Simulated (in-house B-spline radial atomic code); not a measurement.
Configurations of the neon ion Ne⁶⁺, with energies counted from [He] 2s2. All numbers are computed (non-relativistic LDA exchange-only, spin-polarised, spherical fractional occupations; point nucleus) with an all-electron radial atomic-structure program (B-spline basis), not measured. Shells without spins written out take the highest spin.

```
                         configuration  E - E(ref) (eV)  highest orbital  its <r> (bohr)
[He] 2s(1 up, 0 down) 3s(0 up, 1 down)           118.49          3s down           1.705
                          [He] 2s1 3p1           121.58            3p up           1.638
                          [He] 2s1 3d1           125.34            3d up           1.424
```

**Question.** Order these further configurations by energy, lowest first.
A. [He] 2s(0 up, 1 down) 2p(0 up, 1 down)
B. [He] 2s(0 up, 1 down) 3p(1 up, 0 down)
C. [He] 2s(1 up, 0 down) 3d(0 up, 1 down)
D. [He] 2s1 3s1

**Answer.** A (10.839 eV), D (116.8 eV), B (123.12 eV), C (128.15 eV).
